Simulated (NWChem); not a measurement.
Molecule: C₂H₅BFNO; SMILES C(/B(N)O)=C\F

```xyz
11

N     -0.9836     2.1159    -0.0982
B     -0.0273     1.0857     0.0629
O      1.3075     1.4614     0.1055
C     -0.4963    -0.4117     0.1781
C      0.2984    -1.4475    -0.1371
F     -0.0868    -2.7339    -0.0711
H     -1.9773     1.9413    -0.2273
H     -0.7109     3.0938    -0.1932
H      1.8783     0.7255     0.3799
H     -1.5263    -0.6676     0.4847
H      1.3421    -1.3627    -0.4944
```
Atoms are numbered in this order, from 1.

Level: PBE-D3(BJ)/def2-SVP (NWChem), optimised geometry, unscaled harmonic frequencies. 

Question: List the harmonic frequencies with IR intensities, and the thermochemistry.

Answer: 
```csv
frequency (cm⁻¹),IR intensity (km/mol)
88,0.8
137,2.7
190,0.7
332,3.9
371,70.0
403,6.9
442,178.0
508,21.1
559,12.8
607,10.0
809,3.4
824,11.7
869,6.0
936,38.4
987,118.6
1104,172.0
1170,36.3
1299,4.2
1317,186.3
1381,71.4
1543,166.6
1670,236.8
3079,19.4
3090,2.9
3536,43.8
3648,28.8
3781,37.0
```

| Item | Value |
|---|---|
| zero-point energy | 49.6 kcal/mol |
| thermal correction to the enthalpy at 298.15 K (with zero-point energy) | 54.6 kcal/mol |
| heat capacity Cv | 24.7 cal/(mol K) |
| entropy at 298.15 K and 1 atm (symmetry number 1) | 81.9 cal/(mol K) |
| dipole moment | 0.85 D |

Rigid rotor and harmonic oscillator; modes under 100 cm⁻¹ make the entropy uncertain.
